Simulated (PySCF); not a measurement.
C₄H₇B.
Atom-mapped SMILES: `[BH2:1]/[CH:2]=[CH:3]/[CH:4]=[CH2:5]` (hydrogens: H6, H7 on B1; H8 on C2; H9 on C3; H10 on C4; H11, H12 on C5)

Structure used (PBE0-D3(BJ)/def2-SVP), in Å, numbered top down from 1:
```xyz
12
C4H7B angstrom
B      2.5073   -0.0633   -0.3717
C      1.0296   -0.0672   -0.7797
C      0.0413    0.0081    0.1499
C     -1.3792    0.0123   -0.1338
C     -2.3205    0.0915    0.8201
H      3.3984   -0.1282   -1.1878
H      2.7905    0.0070    0.8050
H      0.7212   -0.1310   -1.8317
H      0.3236    0.0722    1.2092
H     -1.6752   -0.0539   -1.1872
H     -3.3857    0.0928    0.5771
H     -2.0489    0.1584    1.8784
```

Computed at PBE0/pcSseg-1 (PySCF, non-relativistic), with Q(11B) = 0.04059 b: B1, 11B (I = 3/2): χzz = 5.444 MHz, η = 0.054.

Q: Where would the pure quadrupole (NQR) lines of 11B at B1 fall for the rigid, isolated species?

A: From ν = (|χ|/2)√(1 + η²/3): ν = 2.723 MHz (three-coordinate boron).

In a crystal, neighbours and librations shift these lines. The small basis limits the accuracy of the gradients.

One conformer stands for the species.
